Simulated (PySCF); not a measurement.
## Spinor energies of Ag³⁺ (silver, charge +3)

Start: [Kr] 4d8; 4d3/2 filled at m_j = -3/2, -1/2, +1/2, +3/2; 4d5/2 filled at m_j = -1/2, +1/2, +3/2, +5/2. Calculated with PySCF 2.14 in x2c-TZVPPall-2c: generalised Hartree-Fock with the X2C-1e Hamiltonian and a Gaussian nucleus; one run each with spin-orbit coupling (SO) switched off, then screened by Boettger's factors.

```json
{"spinor shell": "1s1/2", "electrons": "2", "ε, spin-free (eV)": "-25685.5", "ε, screened SO (eV)": "-25683.5", "weight of nominal j (screened SO)": "1.000", "rms radius, screened SO (bohr)": "0.0357"}
{"spinor shell": "2s1/2", "electrons": "2", "ε, spin-free (eV)": "-3902.1", "ε, screened SO (eV)": "-3901.5", "weight of nominal j (screened SO)": "1.000", "rms radius, screened SO (bohr)": "0.146"}
{"spinor shell": "2p1/2", "electrons": "2", "ε, spin-free (eV)": "-3497.2", "ε, screened SO (eV)": "-3618.7", "weight of nominal j (screened SO)": "1.000", "rms radius, screened SO (bohr)": "0.127"}
{"spinor shell": "2p3/2", "electrons": "4", "ε, spin-free (eV)": "-3497.2", "ε, screened SO (eV)": "-3441.1", "weight of nominal j (screened SO)": "1.000", "rms radius, screened SO (bohr)": "0.131"}
{"spinor shell": "3s1/2", "electrons": "2", "ε, spin-free (eV)": "-784.81", "ε, screened SO (eV)": "-784.60", "weight of nominal j (screened SO)": "1.000", "rms radius, screened SO (bohr)": "0.392"}
{"spinor shell": "3p1/2", "electrons": "2", "ε, spin-free (eV)": "-648.52", "ε, screened SO (eV)": "-670.69", "weight of nominal j (screened SO)": "1.000", "rms radius, screened SO (bohr)": "0.387"}
{"spinor shell": "3p3/2", "electrons": "4", "ε, spin-free (eV)": "-648.52", "ε, screened SO (eV)": "-638.14", "weight of nominal j (screened SO)": "1.000", "rms radius, screened SO (bohr)": "0.398"}
{"spinor shell": "3d3/2", "electrons": "4", "ε, spin-free (eV)": "-434.00", "ε, screened SO (eV)": "-438.00", "weight of nominal j (screened SO)": "0.997", "rms radius, screened SO (bohr)": "0.374"}
{"spinor shell": "3d5/2", "electrons": "6", "ε, spin-free (eV)": "-434.00", "ε, screened SO (eV)": "-431.09", "weight of nominal j (screened SO)": "0.998", "rms radius, screened SO (bohr)": "0.377"}
{"spinor shell": "4s1/2", "electrons": "2", "ε, spin-free (eV)": "-154.99", "ε, screened SO (eV)": "-154.92", "weight of nominal j (screened SO)": "1.000", "rms radius, screened SO (bohr)": "0.970"}
{"spinor shell": "4p1/2", "electrons": "2", "ε, spin-free (eV)": "-112.67", "ε, screened SO (eV)": "-117.89", "weight of nominal j (screened SO)": "0.953", "rms radius, screened SO (bohr)": "1.04"}
{"spinor shell": "4p3/2", "electrons": "4", "ε, spin-free (eV)": "-112.67", "ε, screened SO (eV)": "-110.13", "weight of nominal j (screened SO)": "0.977", "rms radius, screened SO (bohr)": "1.07"}
{"spinor shell": "4d3/2", "electrons": "4", "ε, spin-free (eV)": "-51.897", "ε, screened SO (eV)": "-52.416", "weight of nominal j (screened SO)": "0.706", "rms radius, screened SO (bohr)": "1.34"}
{"spinor shell": "4d5/2", "electrons": "4", "ε, spin-free (eV)": "-51.897", "ε, screened SO (eV)": "-51.406", "weight of nominal j (screened SO)": "0.739", "rms radius, screened SO (bohr)": "1.35"}
```

| quantity | spin-free | screened SO |
| --- | --- | --- |
| E (hartree) | -5310.15705 | -5311.15442 |
| M_J | 4 | 4 |
| ⟨J²⟩ | 20.008 | 20.008 |
| ⟨L²⟩ | 12.006 | 12.082 |
| ⟨S²⟩ | 2.001 | 1.999 |

Each row is a mean over spinors that exchange with the open shell spreads, by up to 8.730 eV (4p3/2).

Rows whose weight is well below 1 are mixtures of j = l ± 1/2: exchange outweighs spin-orbit coupling there, and the label is only the starting occupation.

Breit and QED terms are absent; they matter most for the inner s and p1/2 levels.

Densities and radii are taken from the X2C orbitals without a picture-change correction, which distorts them close to the nucleus.

Without spin-orbit coupling the j labels of p, d and f shells carry no meaning; the spin-free column gives the mean over the occupied spinors of each nl shell.
